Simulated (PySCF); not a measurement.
LDA on Ni⁻ (nickel, charge -1), [Ar] 3d9 4s2, 2D determinant. Computed with PySCF 2.14 in x2c-QZVPPall with one added diffuse shell each of s, p, d, f, g type (12s8p7d5f3g, 133 functions), with scalar relativity by spin-free X2C-1e.

```
cycle= 1 E= -1517.5096389652  delta_E= 0.348  |g|= 1.38  |ddm|= 2.09
cycle= 2 E= -1515.82000245882  delta_E= 1.69  |g|=  3.5  |ddm|= 2.45
cycle= 3 E= -1517.74188130901  delta_E= -1.92  |g|= 0.813  |ddm|= 1.06
cycle= 4 E= -1517.88221141941  delta_E= -0.14  |g|= 0.377  |ddm|= 0.789
cycle= 5 E= -1517.92251189646  delta_E= -0.0403  |g|= 0.0366  |ddm|= 0.463
cycle= 6 E= -1517.92301226493  delta_E= -0.0005  |g|= 0.018  |ddm|= 0.0925
cycle= 7 E= -1517.92316782262  delta_E= -0.000156  |g|= 0.00195  |ddm|= 0.0305
cycle= 8 E= -1517.92316866609  delta_E= -8.43e-07  |g|= 0.000453  |ddm|= 0.00152
cycle= 9 E= -1517.92316872627  delta_E= -6.02e-08  |g|= 4.1e-05  |ddm|= 0.000337
cycle= 10 E= -1517.92316872718  delta_E= -9.15e-10  |g|= 7.29e-06  |ddm|= 9.66e-05
converged SCF energy = -1517.92316872718  <S^2> = 0.75622246  2S+1 = 2.0062128
```

Highest occupied orbital energy: 2.073 eV; ⟨L²⟩ = 6.03; populations by l: s 8.00, p 12.00, d 9.00, f 0.00.

Q: Can this result be used?

A: With care. Self-consistency was reached. At LDA the highest occupied level has a positive energy, so only the finite basis holds that electron; in a semilocal or global hybrid functional this comes from self-interaction and does not mean that the real anion is unbound.
